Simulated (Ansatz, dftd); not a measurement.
Reaction: BNH4 (SMILES NB) → BNH4+ (parent SMILES BN, doublet) + e-
Each species at its own B3LYP-D3(BJ)/def2-TZVP minimum (Ansatz, a first-principles code).

Wanted: adiabatic ionisation energy (electronic), in eV. Radicals and triplets start from unrestricted determinants; spin-orbit coupling is neglected. Cores are frozen in correlated methods. Rows without X2C or -DK are non-relativistic. CBS(X,Y): correlation extrapolated as X^-3, Hartree-Fock from the larger set. A bracket is a step between two methods taken in the basis named. Functionals run without relativity, which enters their misses. Double hybrids freeze cores in their MP2 part. 'core' is core correlation in cc-pwCVTZ, 'X2C' scalar relativity in cc-pVTZ-DK, both at CCSD(T). The spin of H4BN+ (parent SMILES BN, doublet) was assumed, and the state is the lowest solution found for it.

| level | program | adiabatic ionisation energy (eV) | difference against the last row |
|---|---|---|---|
| HF/cc-pVDZ | Ansatz | 9.16 | -1.58 |
| PBE-D3(BJ)/def2-TZVPD | Ansatz + dftd3 | 10.39 | -0.35 |
| B3LYP-D3(BJ)/def2-TZVPD | Ansatz + dftd3 | 10.52 | -0.22 |
| r2SCANh/def2-TZVPD | Ansatz | 10.34 | -0.40 |
| wB97X-V/def2-TZVPD | Ansatz | 10.55 | -0.19 |
| B2PLYP-D3(BJ)/def2-TZVPD | Ansatz + dftd3 | 10.55 | -0.19 |
| MP2/cc-pVDZ | Ansatz | 10.50 | -0.24 |
| CCSDT(Q)/cc-pVDZ | Ansatz | 10.32 | -0.42 |
| CCSDT(Q)/cc-pVTZ | Ansatz | 10.60 | -0.14 |
| CCSD(T)/CBS(cc-pVTZ,cc-pVQZ) + [CCSDT(Q) - CCSD(T)]/cc-pVTZ + core + X2C | Ansatz | 10.74 | 0.00 |
